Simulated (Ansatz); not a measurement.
Zr5⁺. Total charge 1; doublet. Geometry PBE-D4/def2-SVP.

```xyz
5

Zr   -0.555    1.920   -1.037
Zr   -1.617   -0.253    0.346
Zr    0.940    0.825    1.061
Zr    0.596   -1.902    1.023
Zr    0.637   -0.589   -1.392
```

In the def2 sets Zr takes a core potential, while STO-3G treats all electrons; there is no spin–orbit coupling. At HF/STO-3G, PBE-D4/def2-SVP, PBE-D4/def2-TZVP, B97M-V/def2-TZVP and others the charge 1 doublet is spin-contaminated (final ⟨S²⟩ up to 5.10, 0.75 for a pure state). The structure comes from a short search, and lower isomers may exist.

Task: Estimate the α-spin orbital energies around the gap (eV) in Ansatz with HF/STO-3G, PBE-D4/def2-SVP, PBE-D4/def2-TZVP, B97M-V/def2-TZVP, PBE0-D4/def2-SVP.

Result: 
```tsv
orbital	HF/STO-3G	PBE-D4/def2-SVP	PBE-D4/def2-TZVP	B97M-V/def2-TZVP	PBE0-D4/def2-SVP
HOMO−13	-40.18	-33.72	-33.74	-35.45	-36.23
HOMO−12	-40.10	-33.63	-33.66	-35.38	-36.13
HOMO−11	-39.89	-33.56	-33.59	-35.28	-36.00
HOMO−10	-39.64	-33.49	-33.51	-35.22	-35.94
HOMO−9	-9.89	-9.23	-9.17	-9.40	-10.09
HOMO−8	-8.40	-8.47	-8.42	-8.45	-9.24
HOMO−7	-8.14	-8.21	-8.16	-8.28	-8.93
HOMO−6	-7.54	-7.99	-7.94	-8.05	-8.71
HOMO−5	-7.40	-7.94	-7.89	-8.01	-8.66
HOMO−4	-7.05	-7.74	-7.68	-7.69	-8.31
HOMO−3	-6.76	-7.71	-7.65	-7.66	-8.29
HOMO−2	-6.59	-7.34	-7.30	-7.27	-7.93
HOMO−1	-6.29	-7.25	-7.21	-7.23	-7.92
HOMO	-5.69	-7.25	-7.21	-7.12	-7.73
LUMO	1.73	-6.73	-6.67	-6.54	-5.80
LUMO+1	1.78	-6.31	-6.26	-6.09	-5.45
LUMO+2	1.87	-6.22	-6.17	-6.04	-5.36
LUMO+3	2.22	-5.80	-5.78	-5.71	-5.01
LUMO+4	2.39	-5.72	-5.70	-5.62	-4.87
LUMO+5	2.67	-5.56	-5.52	-5.43	-4.83
β HOMO	-5.93	-7.15	-7.10	-7.11	-7.77
β LUMO	1.38	-6.77	-6.73	-6.66	-5.96
```
